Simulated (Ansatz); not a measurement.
Two isomers of C2H8OSi2: A = `C[SiH]1CO[SiH2]1`, B = `C=C([SiH3])[SiH2]O`.

Calculated with Ansatz (gas phase, PBE0-D4/def2-TZVP geometries, no zero-point term in ΔE). CCSD(T)/CBS adds triple-zeta CCSD(T) − MP2 to the extrapolated MP2 energy (def2 sets, frozen cores). Functionals use def2-TZVPP. B3LYP here is the variant with VWN-RPA as its local correlation; programs differ in this. Each species was taken in one conformer, which may not be the lowest.

A:

Z-matrix (Å, degrees):
```
C
Si 1 1.871
H 1 1.092 2 110.8
H 1 1.092 2 110.7 3 -120.0
H 1 1.093 2 110.8 3 120.3
C 2 1.928 1 115.9 3 -48.4
Si 2 2.325 1 121.7 3 35.1
H 2 1.491 1 110.1 3 -179.0
O 6 1.446 2 101.3 1 116.4
H 6 1.095 2 114.1 1 -1.0
H 6 1.094 2 114.5 1 -125.8
H 7 1.492 2 120.9 1 0.8
H 7 1.490 2 121.6 1 140.8
```

B:

```xyz
13

C     0.087   -0.487   -1.522
C    -0.125   -0.246   -0.224
Si   -1.627   -0.974    0.609
Si    1.087    0.812    0.714
O     2.210    1.495   -0.282
H     0.951   -0.083   -2.049
H    -0.583   -1.102   -2.120
H    -2.538    0.102    1.083
H    -2.352   -1.844   -0.355
H    -1.229   -1.777    1.798
H     1.848   -0.017    1.681
H     0.329    1.859    1.457
H     1.942    2.262   -0.789
```

Which isomer does CCSD(T)/CBS put lower? Give the gap. (Best estimate.)

Ansatz gave: B, by 34.4 kJ/mol.

Give E(B) − E(A) in kJ/mol with HF/def2-TZVPP, PBE-D4, PBE0-D4, B3LYP, CCSD/def2-TZVPP, B3LYP-D4, r2SCAN-D4. (Best estimate.)

The calculation gave: HF/def2-TZVPP -59.1, PBE-D4 -5.1, PBE0-D4 -6.2, B3LYP -31.9, CCSD/def2-TZVPP -36.1, B3LYP-D4 -33.4, r2SCAN-D4 -18.0. None reverses the order clearly.

Largest T1 diagnostic: 0.012.

In def2-TZVPP, CCSD(T) changes the Hartree–Fock value by +24.0 kJ/mol (the triples alone add +1.0 kJ/mol) and MP2 by +22.8 kJ/mol.
